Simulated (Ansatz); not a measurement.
```xyz
9

O    -1.3069    0.3188    0.5224
C     0.1796    0.6972    0.3075
Al   -0.5951   -0.2854   -1.1988
Si    1.0653   -0.9711    0.2803
H    -1.8193    1.1313    0.4315
H     0.4032    1.6156    0.8395
H    -1.5122    0.0173   -2.4475
H     1.1519   -1.8496    1.4873
H     2.4336   -0.6740   -0.2222
```

Charge 0, multiplicity 1. The bonds changed during the relaxation, so this is another structure than the one it started from.

(1) List the ωB97M-V/def2-TZVPP orbital energies in eV (Ansatz). (An estimate is asked.)

## Answers

(1) Ansatz gave: Occupied: -1806.32, -1532.09, -527.75, -282.05, -147.41, -116.68, -101.53, -101.51, -101.51, -76.29, -76.22, -76.15, -32.36, -21.61, -17.76, -16.74, -15.25, -13.91, -12.57, -12.21, -11.55, -8.88, -8.02. Lowest empty: 0.81, 1.25, 1.57, 2.69, 3.22, 3.53, 3.73, 3.90.
